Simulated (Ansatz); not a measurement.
Reaction (ligand exchange at the In–C bond): `O[C](=S)[InH][F]` + H₂Se → `[F][InH][SeH]` + `OC=S`

Calculated with Ansatz (gas phase, PBE0-D4/def2-TZVP geometries, no zero-point term in ΔE). CCSD(T)/CBS is the MP2 limit (def2-TZVPP, def2-QZVPP) plus CCSD(T) − MP2 in def2-TZVPP, frozen cores. This one scheme is used for every species. Functionals use def2-TZVPP. Elements past krypton have def2 core potentials. For In, Se outer-core shells are correlated without core-valence functions, which leaves a few kJ/mol of doubt a bond. Scalar relativity is left out up to krypton. One conformer a species, not always the lowest.

```tsv
level	ΔE (kcal/mol)
PBE-D4	-21.8
B97M-V	-24.0
CAM-B3LYP-D4	-24.3
ωB97M-V	-24.9
r2SCAN0	-26.1
BHLYP	-27.9
MP2/def2-TZVPP	-24.6
MP2/def2-QZVPP	-25.1
```

(1) What does CCSD(T)/CBS give? (An estimate is asked.)

(2) What do rigid-rotor, harmonic-oscillator terms from PBE0-D4/def2-TZVP frequencies (298.15 K, 1 bar) make of the CCSD(T)/CBS value? (Estimate.)

Largest T1 diagnostic among the species: 0.019.

Answers

(1) Ansatz gave: -25.1 kcal/mol. The listed levels differ from it by 3.3, 1.1, 0.8, 0.2, -1.0, -2.8, 0.5, 0.0 kcal/mol.

(2) Computed: ΔZPE = +2.5 kcal/mol, ΔH = -23.0 kcal/mol, ΔS = 20 J/(mol·K), ΔG = -24.4 kcal/mol.

From BLYP to BHLYP (50 % exact exchange), in def2-TZVPP and without D4, ΔE moves by −5.0 kcal/mol. Leaving LDA and LC-ωPBE aside and taking each functional with its dispersion term where it has one, the values, not all of them listed here, spread over 5.7 kcal/mol, from BHLYP-D4 to BLYP-D4. LDA lies +3.7 kcal/mol from PBE without D4. In def2-TZVPP, CCSD(T) changes the Hartree–Fock value by +9.2 kcal/mol (the triples alone add +1.6 kcal/mol) and MP2 by +8.8 kcal/mol.
